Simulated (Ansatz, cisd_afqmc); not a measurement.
Species: InCl, charge 0, singlet. InCl (SMILES [Cl][In]).
B3LYP-D3(BJ)/def2-TZVP minimum from Ansatz (a first-principles code):
```xyz
2

In     0.0000     0.0000    -0.6288
Cl     0.0000     0.0000     1.8123
```

Total energies in def2-SVP, 10 correlated electrons, 14 frozen orbitals. UHF or UKS for unpaired electrons; spin-orbit terms are left out. Cores are frozen in correlated methods (noble-gas shells, and filled d and f shells in the p block). Past Kr the def2 sets carry scalar-relativistic core potentials. AFQMC is phaseless with a CISD trial state; ± is one standard error, without the phaseless bias. Outlying blocks are dropped, and bars are widened where a walk drifts. Over all cases where full CI ran beside it in this data, AFQMC minus full CI had a median of +0.1 mEh and passed +0.4 mEh in a tenth of the cases. Spin-orbit terms, left out, reach several kcal/mol for Br and I, and more for heavier atoms.

| method | program | energy (Eh) | minus CCSDTQ (mEh) |
|---|---|---|---|
| HF | Ansatz | -648.64786 | 194.54 |
| MP2 | Ansatz | -648.81599 | 26.41 |
| CCSD | Ansatz | -648.83741 | 4.99 |
| CCSD(T) | Ansatz | -648.84152 | 0.88 |
| CCSDT(Q) | Ansatz | -648.84243 | -0.03 |
| CCSDTQ | Ansatz | -648.84240 | 0.00 |
| AFQMC/CISD | cisd_afqmc | -648.8424 ± 0.0002 | 0.0 ± 0.2 |

Rough core times of Ansatz's runs on a shared machine: CCSD(T) under 20 s, CCSDT(Q) under 20 s, CCSDTQ 2 min.
